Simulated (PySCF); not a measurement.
## Working out the excitation energy of Sn⁺

Sn⁺ [Kr] 4d10 5s2 5p1 (2P) → Sn⁺ [Kr] 4d10 5s1 5p1 6s1 (4P). Computed with PySCF 2.14 in aug-cc-pVTZ-PP with ECP28MDF, with scalar relativity through the core potential. Frozen: 4s2 4p6 4d10. Energies in hartree (1 hartree = 27.21139 eV):

```tsv
part	Sn⁺ (lower)	Sn⁺ (upper)
UHF	-213.088509	-212.650757
CCSD correlation	-0.044159	-0.011489
(T)	-0.000676	-0.000114
```

Q: What does Hartree-Fock give?

A: (-212.650757) − (-213.088509) = 0.437752 hartree = 11.912 eV.

Q: What do CCSD and CCSD(T) give?

A: The CCSD correlation energies differ by 0.032670 hartree = 0.889 eV and the triples by 0.000562 hartree = 0.015 eV, so CCSD gives 12.801 eV and CCSD(T) 12.816 eV.
